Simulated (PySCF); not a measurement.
# Magnetic susceptibility: SMILES FC1=CC(=O)C=CC=C1F, C₇H₄F₂O

Molfile (atoms numbered from 1):
```
C7H4F2O
     RDKit          3D

 14 14  0  0  0  0  0  0  0  0999 V2000
   -1.1414   -2.6916   -0.0845 O   0  0  0  0  0  0  0  0  0  0  0  0
   -0.6751   -1.5638   -0.0504 C   0  0  0  0  0  0  0  0  0  0  0  0
   -1.5762   -0.4121   -0.0046 C   0  0  0  0  0  0  0  0  0  0  0  0
   -1.3374    0.9165    0.0391 C   0  0  0  0  0  0  0  0  0  0  0  0
   -0.1039    1.6190    0.0540 C   0  0  0  0  0  0  0  0  0  0  0  0
    1.1446    1.0970    0.0273 C   0  0  0  0  0  0  0  0  0  0  0  0
    2.1725    1.9610    0.0495 F   0  0  0  0  0  0  0  0  0  0  0  0
    1.5361   -0.2799   -0.0225 C   0  0  0  0  0  0  0  0  0  0  0  0
    2.8701   -0.4516   -0.0362 F   0  0  0  0  0  0  0  0  0  0  0  0
    0.7775   -1.3918   -0.0553 C   0  0  0  0  0  0  0  0  0  0  0  0
   -2.6129   -0.7293   -0.0077 H   0  0  0  0  0  0  0  0  0  0  0  0
   -2.2076    1.5610    0.0680 H   0  0  0  0  0  0  0  0  0  0  0  0
   -0.1598    2.6989    0.0913 H   0  0  0  0  0  0  0  0  0  0  0  0
    1.3126   -2.3338   -0.0901 H   0  0  0  0  0  0  0  0  0  0  0  0
  1  2  2  0
  2  3  1  0
  3  4  2  0
  4  5  1  0
  5  6  2  0
  6  7  1  0
  6  8  1  0
  8  9  1  0
  8 10  2  0
 10  2  1  0
  3 11  1  0
  4 12  1  0
  5 13  1  0
 10 14  1  0
M  END
```

Method used: GIAO PBE/pcSseg-1 magnetisability, rotational g tensor and spin-rotation constants, non-relativistic, gas phase in PySCF 2.14.0. Geometry: GFN2-xTB.

Problem. What are the magnetisability and the molar susceptibility?

Solution. Isotropic -976 × 10⁻³⁰ J/T², or -58.8 × 10⁻⁶ cm³/mol; principal values -1360, -841, -727 × 10⁻³⁰ J/T², anisotropy 585 × 10⁻³⁰ J/T² (root of half the summed squared differences of the principal values). The susceptibility is in cgs units.

Problem. Split it along the inertial axes a, b, c into diamagnetic and paramagnetic parts about the centre of mass, with the quadrupole moment.

Solution. 
| axis | χ (10⁻⁶ cm³/mol) | diamagnetic (10⁻⁶ cm³/mol) | paramagnetic (10⁻⁶ cm³/mol) | summed x² of all electrons (Å²) | quadrupole Θ (D Å) |
| --- | --- | --- | --- | --- | --- |
| a | -48.0 | -616.6 | 568.6 | 237.8 | -15.30 |
| b | -46.4 | -1058.6 | 1012.3 | 133.6 | +12.74 |
| c | -81.9 | -1575.6 | 1493.6 | 11.8 | +2.57 |

Anisotropies 2χaa − χbb − χcc = +32.2 and 2χbb − χaa − χcc = +37.2 × 10⁻⁶ cm³/mol. Θ is traceless in Buckingham's convention.

Problem. And the rotational g tensor?

Solution. 
```tsv
axis	rotational constant (GHz)	g	nuclear part	electronic part
a	2.2244	-0.0478	0.5464	-0.5942
b	1.1350	-0.0341	0.5057	-0.5398
c	0.7515	-0.0079	0.5195	-0.5274
```
Asymmetric top; isotopes 12C, 19F, 1H, 16O; no vibrational averaging.
